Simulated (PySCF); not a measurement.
C2H12N2OSi2

The system: C2H12N2OSi2, a molecule drawn to mimic a surface site (built as: Si site whose three back bonds go to NHSiH3, OH, H; end group N(CH3)2); neutral, singlet. The structure, one conformer, was relaxed in the gas phase by PBE0-D3(BJ)/def2-SVP. No frequency run checks that it is a minimum.

SMILES: CN(C)[SiH](O)N[SiH3]

```tsv
atom	x (Å)	y (Å)	z (Å)
Si1	0.395	-0.639	-0.452
N2	1.349	0.158	0.757
Si3	3.014	0.662	0.684
O4	0.371	-2.305	-0.388
N5	-1.232	-0.092	-0.226
C6	-1.553	1.276	0.094
C7	-2.354	-0.852	-0.720
H8	1.054	-0.372	-1.757
H9	0.898	0.246	1.666
H10	3.446	0.585	-0.741
H11	3.169	2.066	1.179
H12	3.920	-0.197	1.512
H13	-0.003	-2.690	0.409
H14	-0.658	1.809	0.447
H15	-1.953	1.831	-0.779
H16	-2.319	1.333	0.891
H17	-3.162	-0.910	0.036
H18	-2.797	-0.407	-1.634
H19	-2.044	-1.878	-0.962
```

Shieldings: GIAO PBE0/pcSseg-1. Shifts are against computed references at the same level: C TMS (σ 184.4 ppm), H TMS (σ 31.27 ppm), Si TMS (σ 352.0 ppm). Core levels by delta-SCF with SCAN, pcX-2 on the ionised atom and pcseg-1 elsewhere, spin-free X2C (2p3/2 is the spin-free 2p value less a third of a first-order spin-orbit splitting); from the vacuum level, for chosen atoms.

(1) Give the NMR and core-level values of the distinct atoms.

(2) By CAM-B3LYP/def2-SVPD (TDDFT singlets, Tamm-Dancoff triplets, ionisation by delta-SCF), where does absorption start, and what does vertical ionisation take?

Results:

(1) 
```json
{"atoms": "Si1", "bonded to": "2 N + 1 O + 1 H", "σ (ppm)": "383.9", "δ (ppm)": "-31.9", "core level (eV)": "2p3/2 107.12"}
{"atoms": "N2", "bonded to": "2 Si + 1 H", "σ (ppm)": "235.6", "δ (ppm)": "-", "core level (eV)": "1s 404.08"}
{"atoms": "Si3", "bonded to": "1 N + 3 H", "σ (ppm)": "409.2", "δ (ppm)": "-57.2", "core level (eV)": "2p3/2 106.95"}
{"atoms": "O4", "bonded to": "1 Si + 1 H", "σ (ppm)": "272.1", "δ (ppm)": "-", "core level (eV)": "1s 538.15"}
{"atoms": "N5", "bonded to": "2 C + 1 Si", "σ (ppm)": "232.0", "δ (ppm)": "-", "core level (eV)": "1s 404.22"}
{"atoms": "C6", "bonded to": "1 N + 3 H", "σ (ppm)": "146.7", "δ (ppm)": "37.8", "core level (eV)": "-"}
{"atoms": "C7", "bonded to": "1 N + 3 H", "σ (ppm)": "147.0", "δ (ppm)": "37.4", "core level (eV)": "-"}
{"atoms": "H8", "bonded to": "1 Si", "σ (ppm)": "26.78", "δ (ppm)": "4.48", "core level (eV)": "-"}
{"atoms": "H9", "bonded to": "1 N", "σ (ppm)": "31.50", "δ (ppm)": "-0.23", "core level (eV)": "-"}
{"atoms": "H10 H11 H12", "bonded to": "1 Si", "σ (ppm)": "26.61", "δ (ppm)": "4.66", "core level (eV)": "-"}
{"atoms": "H13", "bonded to": "1 O", "σ (ppm)": "30.32", "δ (ppm)": "0.95", "core level (eV)": "-"}
{"atoms": "H14 H15 H16", "bonded to": "1 C", "σ (ppm)": "28.77", "δ (ppm)": "2.49", "core level (eV)": "-"}
{"atoms": "H17 H18 H19", "bonded to": "1 C", "σ (ppm)": "28.75", "δ (ppm)": "2.52", "core level (eV)": "-"}
```

Values are those of this one static structure, with the three H of a rotating XH3 group averaged; atoms that internal rotation interchanges would show their mean in an NMR spectrum.

(2) The lowest singlet lies at 5.95 eV (f 0.007), the strongest of the first 6 at 6.72 eV (f 0.065), the lowest triplet at 5.81 eV; vertical ionisation takes 8.49 eV.
